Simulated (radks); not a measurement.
Spherical quantum dot in the effective-mass picture: electrons in a hard-walled sphere of radius 4.46, all in effective atomic units (hartree* = m*/eps^2 hartree, bohr* = eps/m* bohr), one dielectric constant everywhere. Method: non-relativistic Kohn-Sham, LDA (Slater exchange, Perdew-Wang correlation), spin-polarised, spherical densities; computed with a radial shooting solver with Libxc functionals. Levels are named by radial order and angular momentum (1s, 1p, 1d, 2s, ...), and open shells are averaged over m.

N = 4, configuration 1s2 1p(up 2, down 0). This is the lowest configuration that the search found. Occupied and some empty levels:

level    occupation  eigenvalue (hartree*)  <r> (bohr*)
1s up             1                 1.3199        2.543
1s down           1                 1.3761        2.530
1p up             2                 1.5158        2.809
1p down           0                 1.5746        2.811
1d up             0                 1.8027        2.992
1d down           0                 1.8612        2.997
2s up             0                 2.1038        2.124
2s down           0                 2.1422        2.124
1f up             0                 2.1669        3.129
1f down           0                 2.2242        3.135

Energy (hartree*): total 3.33085, kinetic 1.5979, external 0, Hartree 2.6898, exchange-correlation -0.95679.
